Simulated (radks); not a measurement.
Initial-state core-level shifts of the bromine ion Br2+ when its valence configuration changes from [Ar] 3d10 4s2 4p3. Method: scalar-relativistic Kohn-Sham, r2SCAN, spin-unpolarised, spherical densities, finite nucleus; meta-GGA in the generalised Kohn-Sham scheme; Fermi nuclear charge, rms radius 4.1629 fm; computed with a radial shooting solver on a logarithmic mesh with Libxc functionals. Shifts are changes of the shell-averaged eigenvalues in eV (positive: less bound); the change of the density at the nucleus, which sets a Mossbauer isomer shift, is in e/bohr^3, on a base of 4.496e+04.

valence                2s       2p       3s       3p  density at nucleus
3d9 4s2 4p4       -17.931  -17.882  -13.687  -13.448             +18.909
3d9.5 4s2 4p3.5    -8.850   -8.824   -6.816   -6.694              +9.280
3d9.5 4s1.5 4p4    -9.636   -9.611   -7.606   -7.480             -10.931
3d8 4s2 4p5       -36.772  -36.687  -27.579  -27.123             +39.153
3d10 4s1 4p4       -1.610   -1.612   -1.625   -1.618             -38.613
3d9 4s1 4p5       -19.448  -19.400  -15.207  -14.961             -23.714
3d10 4p5           -3.184   -3.188   -3.215   -3.201             -77.953
3d10 4s1.5 4p3.5   -0.809   -0.810   -0.817   -0.813             -19.215
3d10 4s0.5 4p4.5   -2.401   -2.404   -2.424   -2.413             -58.194
